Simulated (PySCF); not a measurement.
## Vibration and rotation of BaNa

PBE0 constants of BaNa, ²Σ⁺ (doublet), unpaired electrons σ ↑ (PySCF, spin-free X2C with a Gaussian nucleus, basis sets Ba x2c-TZVPall, Na x2c-TZVPall; masses 137.9052 and 22.9898 u):

- ωe: 98.5 cm⁻¹
- ωexe: 0.616 cm⁻¹
- Be: 0.055533 cm⁻¹
- αe: 0.000389 cm⁻¹
- De to Ba + Na: 0.373 eV

What force constant and bond length do these constants imply?

Reduced mass μred = 19.705 u; k = 5.8918×10⁻⁷·μred·ωe² (u, cm⁻¹, mdyn/Å) = 0.113 mdyn/Å; Re = √(16.8576/(μred·Be)) (u, cm⁻¹, Å) = 3.925 Å.

Estimate the centrifugal constant D from the Kratzer relation and find the Dunham coefficient a1.

D = 4Be³/ωe² = 7.06e-08 cm⁻¹; a1 = −1 − αeωe/(6Be²) = -3.07.

The bond is weak. Basis-set superposition, not corrected here, can be much of De in a small basis, most of all at correlated wavefunction levels. Functionals without a dispersion term scatter widely for such bonds, and LDA overbinds them. Spin–orbit coupling is left out. The state was picked by a PBE0 search and need not be the measured ground state.
